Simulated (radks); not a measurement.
Results of a calculation; reference values are marked as such.
Spherical quantum dot in the effective-mass picture: electrons in a well V = -V0 / (1 + exp((r - R)/a)) with V0 = 4.17, R = 13.6, a = 0.68, with a point charge +2 (a donor) at the centre, all in effective atomic units (hartree* = m*/eps^2 hartree, bohr* = eps/m* bohr), one dielectric constant everywhere. Level of theory: non-relativistic Kohn-Sham, LDA (Slater exchange, Perdew-Wang correlation), spin-polarised, spherical densities (a radial shooting solver with Libxc functionals). Levels are named by radial order and angular momentum (1s, 1p, 1d, 2s, ...), and open shells are averaged over m. Results are scaled to m* = 0.033 and eps = 14.4, for which hartree* = 4.331 meV and bohr* = 23.09 nm. Each electron was tried in the lowest free levels, single moves between levels near the top were tried too, and the lowest total energy was kept; such a search can miss a lower state. At N = 1 the Hartree and exchange-correlation terms need not cancel, so that row can carry a self-interaction error.

| N | open shells | 2S | E (meV) | addition energy mu(N+1) - mu(N) (meV) | e(HOMO) (meV) | rms radius (nm) |
|---|---|---|---|---|---|---|
| 1 | 1s(up 1, down 0) | 1 | -26.4671 | 4.543 | -24.599 | 20.65 |
| 2 | none | 0 | -48.3912 | 4.033 | -20.528 | 26.20 |
| 3 | 2s(up 1, down 0) | 1 | -66.2822 | 0.4617 | -17.694 | 96.55 |
| 4 | none | 0 | -83.7115 | 0.5029 | -17.223 | 124.9 |
| 5 | 1p(up 1, down 0) | 1 | -100.638 | 0.3989 | -16.721 | 143.8 |
| 6 | 1p(up 3, down 0) 2s(up 1, down 0) | 4 | -117.165 | 0.4374 | -16.332 | 157.4 |
| 7 | 1p(up 3, down 0) | 3 | -133.256 | 0.4668 | -15.894 | 166.4 |
| 8 | 1p(up 3, down 1) | 2 | -148.879 | 0.3958 | -15.426 | 174.1 |
| 9 | 1p(up 3, down 2) | 1 | -164.107 | 0.3975 | -15.029 | 180.3 |
| 10 | none | 0 | -178.937 | 0.5155 | -14.631 | 185.5 |
| 11 | 1d(up 1, down 0) | 1 | -193.251 | 0.3902 | -14.120 | 190.3 |
| 12 | 1d(up 2, down 0) | 2 | -207.176 | 0.3901 | -13.729 | 194.3 |
| 13 | 1d(up 3, down 0) | 3 | -220.710 | 0.3896 | -13.339 | 197.9 |
| 14 | 1d(up 4, down 0) | 4 | -233.855 | 0.3889 | -12.950 | 201.0 |
| 15 | 1d(up 5, down 0) | 5 | -246.611 | 0.4604 | -12.562 | 203.8 |
| 16 | 1d(up 5, down 1) | 4 | -258.906 | 0.3816 | -12.105 | 206.3 |
| 17 | 1d(up 5, down 2) | 3 | -270.820 | 0.3818 | -11.723 | 208.6 |
| 18 | 1d(up 5, down 3) | 2 | -282.352 | 0.3816 | -11.341 | 210.7 |
| 19 | 1d(up 5, down 4) | 1 | -293.502 | 0.3813 | -10.960 | 212.6 |
| 20 | none | 0 | -304.271 | 0.5243 | -10.579 | 214.4 |
| 21 | 1f(up 1, down 0) | 1 | -314.516 | 0.3773 | -10.056 | 216.1 |
| 22 | 1f(up 2, down 0) | 2 | -324.383 | 0.3770 | -9.6789 | 217.7 |
| 23 | 1f(up 3, down 0) | 3 | -333.874 | 0.3765 | -9.3022 | 219.3 |
| 24 | 1f(up 4, down 0) | 4 | -342.988 | 0.3761 | -8.9259 | 220.7 |
| 25 | 1f(up 5, down 0) | 5 | -351.726 | 0.3756 | -8.5500 | 222.0 |
| 26 | 1f(up 6, down 0) | 6 | -360.088 | 0.3751 | -8.1747 | 223.3 |
| 27 | 1f(up 7, down 0) | 7 | -368.075 | 0.4464 | -7.7999 | 224.5 |
| 28 | 1f(up 7, down 1) | 6 | -375.616 | 0.3709 | -7.3553 | 225.6 |
| 29 | 1f(up 7, down 2) | 5 | -382.786 | 0.3707 | -6.9845 | 226.7 |
| 30 | 1f(up 7, down 3) | 4 | -389.585 | 0.3705 | -6.6138 | 227.7 |
| 31 | 1f(up 7, down 4) | 3 | -396.014 | 0.3702 | -6.2435 | 228.6 |
| 32 | 1f(up 7, down 5) | 2 | -402.072 | 0.3699 | -5.8734 | 229.6 |
| 33 | 1f(up 7, down 6) | 1 | -407.761 | 0.3695 | -5.5037 | 230.5 |
| 34 | none | 0 | -413.080 | - | -5.1344 | 231.3 |

All shells are closed at N = 2, 4, 10, 20, 34 (there: 1s2 1p6 1d10 2s2 1f14); the second difference of the energy has clear peaks (12 % above both neighbours; the first and last values, which can be the largest, are not judged, and half-filled shells can peak too) at N = 10, 15, 20, 27.
